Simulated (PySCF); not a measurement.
## Computed properties of C2H3BN2O, SMILES OB1C=NC=N1

C2H3BN2O, SMILES C1=NC=NB1O. Geometry optimised at PBE0-D3(BJ)/def2-SVP. The structure was generated by enumeration, and PubChem lists no compound with its InChIKey, so it may never have been made. The values are those of a single conformer. All values are computed for the isolated molecule unless a solvent is named; none is compared with measurement here.

**Structure.** The optimised structure has Cs symmetry. All 21 harmonic modes at PBE0-D3(BJ)/def2-SVP (PySCF) are real, so it is a minimum. With heavy atoms numbered as in [OH:1][B:2]1[CH:3]=[N:4][CH:5]=[N:6]1, the shortest bond between them is C5–N6 at 1.274 Å and the longest B2–C3 at 1.611 Å.

**Vibrations.** The strongest infrared lines (harmonic, unscaled, degenerate partners summed) lie at 1538 cm⁻¹ (378 km/mol, B 72 %, O 22 %), 1196 cm⁻¹ (169 km/mol, H 48 %, B 34 %), 722 cm⁻¹ (150 km/mol, H 58 %, B 21 %, O 11 %, N 9 %). The softest mode is at 154 cm⁻¹ and the zero-point energy is 39.0 kcal/mol.

**Electronic structure.** ωB97X/def2-TZVP (PySCF) places the frontier levels at -10.21 and -0.74 eV, a gap of 9.47 eV, and gives a dipole moment of 1.27 D and a mean polarisability of 47.4 bohr³. PBE/def2-TZVP (PySCF) at the same geometry gives -6.13 and -4.01 eV, so its gap is 7.35 eV narrower. An orbital gap is neither the optical nor the fundamental gap.

**Excitations.** TDDFT-B3LYP/def2-SVPD (PySCF) has S1 at 2.75 eV (451 nm, f = 0.000, dark); the most intense of the 10 singlets computed lies at 6.75 eV (f = 0.12). T1 (TDA) is at 2.34 eV. TDDFT-PBE/def2-SVPD (PySCF) puts S1 at 2.21 eV.

**NMR.** GIAO shifts at PBE0/pcSseg-1 (PySCF) (non-relativistic, atoms alike by connectivity averaged): ¹³C from 195.2 to 203.7 ppm against TMS; ¹H from 6.5 to 9.4 ppm against TMS; ¹¹B at 24.0 ppm against BF3.
